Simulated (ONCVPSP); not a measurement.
## Varying the ONCV potential for tellurium (Te)

Base potential:

- Element: Te (Z = 52)
- Generator: ONCVPSP 4.0.1
- Type: optimised norm-conserving Vanderbilt (ONCV)
- Functional: PBE
- Relativity: fully relativistic
- Frozen core: [Ar] 3d10
- Valence charge: 24
- Reference configuration: 4s2 4p6 4d10 5s1.75 5p4.25
- Partial waves: 4s+5s: rc 1.25 bohr, ncon 4, nbas 7, qcut 8.1 1/bohr, 2 projectors; 4p+5p: rc 1.20 bohr, ncon 4, nbas 7, qcut 10.1 1/bohr, 2 projectors; 4d: rc 1.05 bohr, ncon 4, nbas 8, qcut 8.7 1/bohr, 2 projectors, debl 2.7 Ha; f scattering state at 0.44 Ha: rc 1.05 bohr, ncon 5, nbas 8, qcut 9.5 1/bohr, 2 projectors, debl 0.6 Ha
- Local potential: polynomial inside 1.05 bohr (lpopt 5, dvloc0 -1 Ha)
- Core correction: none

Open shells are filled in proportion to 2j + 1.

Cutoffs, loose and tight: the cutoffs (Ha) at which the residual kinetic energy of the hardest occupied pseudo-wave falls to 1 and 0.1 mHa per electron. They do not see the model core or the augmentation charge, which bear on the density cutoff. Test errors are all-electron minus pseudo excitation energies from the reference, over the configurations 4s2 4p6 4d10 5s2 5p4; 4s2 4p6 4d10 5s2 5p3; 4s2 4p6 4d10 5s2 5p2; 4s2 4p6 4d9 5s2 5p5. A dash means not determined; rows that change the core or the reference have their own tests.

A true bound ghost makes a file unfit for plane-wave use even where its test errors are small: the radial tests pick states by their node count and pass the ghost by.

| change | outcome | cutoff, loose | cutoff, tight | bound ghosts | GHOST(+) flags above zero | largest test error (meV) |
| --- | --- | --- | --- | --- | --- | --- |
| base | generated | 127 Ha | 209 Ha | none | f7/2, d3/2, f5/2 | +17 |
| core [Kr], valence charge 16; reference 4d10 5s1 5p5; waves now 5s: rc 1.80 bohr, ncon 4, nbas 9, qcut 3.3 1/bohr, 1 projector; 5p: rc 1.65 bohr, ncon 3, nbas 7, qcut 5.8 1/bohr, 2 projectors, debl 1.8 Ha; 4d: rc 1.15 bohr, ncon 4, nbas 9, qcut 15.9 1/bohr, 2 projectors, debl 0.5 Ha; f scattering state at 0.36 Ha: rc 1.50 bohr, ncon 4, nbas 9, qcut 7.8 1/bohr, 2 projectors, debl 0.4 Ha; local potential polynomial inside 0.95 bohr (lpopt 5, dvloc0 6 Ha) | generated, projector energies reset by the program | 59 Ha | 73 Ha | s, p3/2, p1/2 | none | -9.5 |
| core correction Teter function, fcfact 4.25, rcfact 1.45 | generated | 127 Ha | 209 Ha | none | f7/2, d3/2, f5/2 | +17 |
| f: debl 1 | generated | 127 Ha | 209 Ha | none | f7/2, d3/2, f5/2 | +17 |
| local potential polynomial inside 1.05 bohr (lpopt 5, dvloc0 6 Ha) | generated | 127 Ha | 209 Ha | none | f7/2, f5/2 | +13 |
| s: rc 1.82 | generated | 127 Ha | 209 Ha | none | f7/2, d3/2, f5/2 | +20 |
| local potential polynomial inside 0.85 bohr (lpopt 5, dvloc0 0 Ha) | generated | 127 Ha | 209 Ha | none | s, f7/2, f5/2 | +14 |
| reference 4s2 4p6 4d10 5s1 5p5 | generated | 127 Ha | 209 Ha | none | f7/2, d3/2, f5/2 | +3.2 |
| p: rc 1.72 | generated | 127 Ha | 209 Ha | none | f7/2, d3/2, f5/2 | +21 |
| scalar-relativistic | generated | 122 Ha | 208 Ha | none | f | +5.3 |
| p: ncon 5, nbas 8 | generated | 127 Ha | 209 Ha | none | f7/2, d3/2, f5/2 | +16 |
